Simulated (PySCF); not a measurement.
# Level sweep

Compound: C3H9Al.
Bonds: C1–C2, C2–C3, C3–Al4. Hydrogens: H5, H6, H7 on C1; H8, H9 on C2; H10, H11 on C3; H12, H13 on Al4.

PySCF, dipoles from the SCF density, polarisabilities from static response with core orbitals frozen. The structure is a single PBE0-D3(BJ)/def2-SVP conformer in the gas phase; no vibrational or solvent corrections.

Q: How do dipole and polarisability depend on functional and basis here?

A: 

```json
{"level": "LDA/def2-SVPD", "μ (D)": "1.002", "α (au)": "72.41", "anisotropy (au)": "17.45"}
{"level": "PBE/def2-SVPD", "μ (D)": "0.993", "α (au)": "70.74", "anisotropy (au)": "16.68"}
{"level": "B3LYP/def2-SVPD", "μ (D)": "0.927", "α (au)": "68.29", "anisotropy (au)": "15.10"}
{"level": "PBE0/def2-SVPD", "μ (D)": "0.941", "α (au)": "67.80", "anisotropy (au)": "14.88"}
{"level": "BHandHLYP/def2-SVPD", "μ (D)": "0.874", "α (au)": "65.50", "anisotropy (au)": "13.49"}
{"level": "CAM-B3LYP/def2-SVPD", "μ (D)": "0.896", "α (au)": "67.10", "anisotropy (au)": "14.06"}
{"level": "wB97X-D/def2-SVPD", "μ (D)": "0.931", "α (au)": "67.32", "anisotropy (au)": "13.89"}
{"level": "LC-wPBE/def2-SVPD", "μ (D)": "0.904", "α (au)": "65.30", "anisotropy (au)": "12.94"}
{"level": "HF/def2-SVPD", "μ (D)": "0.858", "α (au)": "62.70", "anisotropy (au)": "11.53"}
{"level": "PBE0/6-31G*", "μ (D)": "0.924", "α (au)": "55.94", "anisotropy (au)": "15.31"}
{"level": "PBE0/6-31+G*", "μ (D)": "0.912", "α (au)": "61.99", "anisotropy (au)": "16.07"}
{"level": "PBE0/def2-SVP", "μ (D)": "0.921", "α (au)": "59.00", "anisotropy (au)": "15.54"}
{"level": "PBE0/aug-cc-pVDZ", "μ (D)": "0.959", "α (au)": "69.30", "anisotropy (au)": "15.48"}
{"level": "PBE0/def2-TZVP", "μ (D)": "0.958", "α (au)": "65.49", "anisotropy (au)": "15.09"}
{"level": "PBE0/def2-TZVPD", "μ (D)": "0.946", "α (au)": "68.86", "anisotropy (au)": "15.22"}
```

The anisotropy is √(½[(α1 − α2)² + (α2 − α3)² + (α3 − α1)²]). The dipole runs from 0.86 D (HF/def2-SVPD) to 1.00 D (LDA/def2-SVPD). No reference polarisability is at hand; against PBE0 in the largest diffuse basis at hand (def2-TZVPD) the other PBE0 rows deviate by 6-31G* -19%, 6-31+G* -10%, def2-SVP -14%, def2-SVPD -2%, aug-cc-pVDZ +1%, def2-TZVP -5%. In one basis (def2-SVPD) the functionals order the polarisability from HF (lowest) to LDA (highest), a spread of 15%. With PBE0 the polarisability is 60.14 au without diffuse functions (mean of 6-31G*, def2-SVP and def2-TZVP) and 66.99 au with them (mean of 6-31+G*, def2-SVPD, aug-cc-pVDZ and def2-TZVPD).
